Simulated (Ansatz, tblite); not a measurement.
Spin states of the cluster Be₃Se₂, each relaxed with r2SCAN-D4/def2-SVP in Ansatz. Electronic energies in the gas phase.

The 6-31G sets use Cartesian d functions. The xTB rows come from tblite. LC-ωPBE has ω = 0.4 bohr⁻¹. B3LYP takes the VWN-RPA correlation. HSE06 is defined as in plane-wave codes, on full-range PBE exchange. Correlated methods freeze 18 core orbitals; core or outer-core shells of Se are correlated, in sets that lack core-valence functions. The structure comes from a short search, and lower isomers may exist.

Singlet geometry (C2v within 0.1 Å):

```csv
atom,x (Å),y (Å),z (Å)
Be1,-0.342,0.559,0.627
Be2,1.374,-0.494,-0.420
Be3,-0.535,-0.878,-1.118
Se4,1.653,0.789,1.151
Se5,-2.150,0.023,-0.239
```

Triplet geometry (C2v within 0.1 Å):

```csv
atom,x (Å),y (Å),z (Å)
Be1,-0.758,0.333,-0.145
Be2,1.412,0.175,-0.608
Be3,0.572,-1.045,0.987
Se4,0.184,1.426,-1.630
Se5,-1.410,-0.888,1.396
```

Quintet geometry (C2 within 0.1 Å):

Cartesian coordinates in Å:
```
Be -0.3755 0.3385 0.6138
Be 0.9885 -1.2933 -0.1827
Be 0.1053 0.3069 -1.6056
Se -0.2554 -1.4455 1.6267
Se -0.4630 2.0933 -0.4522
```

⟨S²⟩: triplet 2.01 at PBE0-D4/def2-TZVP (pure 2.00), quintet 6.02 at PBE0-D4/def2-TZVP (pure 6.00).

Only these spin states were relaxed. The quintet has other bonds than the singlet, so the gap mixes isomer and spin.

Q: Estimate which spin state lies lowest at each of these levels, and by how much: GFN1-xTB; HF/6-31G; PBE-D4/def2-TZVP; BLYP-D4/def2-TZVP; B3LYP-D4/6-31G; B3LYP-D4/def2-TZVP; PBE0-D4/def2-TZVP; HSE06-D4/def2-TZVP; LC-ωPBE/def2-TZVP; ωB97M-V/def2-TZVP; RPA@PBE/def2-TZVP; MP2/def2-TZVP.

A: 
| level | triplet − singlet (kJ/mol) | quintet − singlet (kJ/mol) | lowest of these |
| --- | --- | --- | --- |
| GFN1-xTB | 250.5 | 586.0 | singlet |
| HF/6-31G | 201.4 | 407.4 | singlet |
| PBE-D4/def2-TZVP | 175.6 | 434.6 | singlet |
| BLYP-D4/def2-TZVP | 189.9 | 452.4 | singlet |
| B3LYP-D4/6-31G | 203.6 | 477.3 | singlet |
| B3LYP-D4/def2-TZVP | 201.8 | 477.4 | singlet |
| PBE0-D4/def2-TZVP | 188.9 | 462.4 | singlet |
| HSE06-D4/def2-TZVP | 188.1 | 460.2 | singlet |
| LC-ωPBE/def2-TZVP | 209.5 | 496.8 | singlet |
| ωB97M-V/def2-TZVP | 237.6 | 552.0 | singlet |
| RPA@PBE/def2-TZVP | 199.8 | 450.8 | singlet |
| MP2/def2-TZVP | 217.7 | 523.2 | singlet |

Change of the quintet − singlet gap on mixing in exact exchange, in kJ/mol: PBE to PBE0 (25 % exact exchange) 27.8; BLYP to B3LYP (20 % exact exchange) 25.0. The xTB methods have no term that favours high spin, so they put low spin too low.
